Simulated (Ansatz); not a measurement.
Si(H)(F)(Br)(vinyl) (C2H4BrFSi), SMILES C=C[SiH](F)Br.

Geometry optimised at B3LYP-D3(BJ)/def2-SVP. The structure was generated by enumeration, and PubChem lists no compound with its InChIKey, so it may never have been made. One conformer was computed; it need not be the lowest.

Two levels are set side by side: PBE/def2-SVPD (Ansatz, a first-principles code) and CAM-B3LYP/def2-SVPD (Ansatz). Energy differences of separate SCF runs at the same geometry; the states with an electron removed or added have multiplicity 2 and 2. Differences are taken from unrounded values.

```csv
quantity,CAM-B3LYP
vertical ionisation energy (eV),10.62
vertical singlet–triplet gap (eV),4.16
```

What does PBE give, and how far is it from CAM-B3LYP? (The exact figures need the calculation; the answer reports its results.)


```tsv
quantity	PBE	PBE minus CAM-B3LYP
vertical ionisation energy (eV)	10.08	-0.53
vertical singlet–triplet gap (eV)	4.22	0.05
```
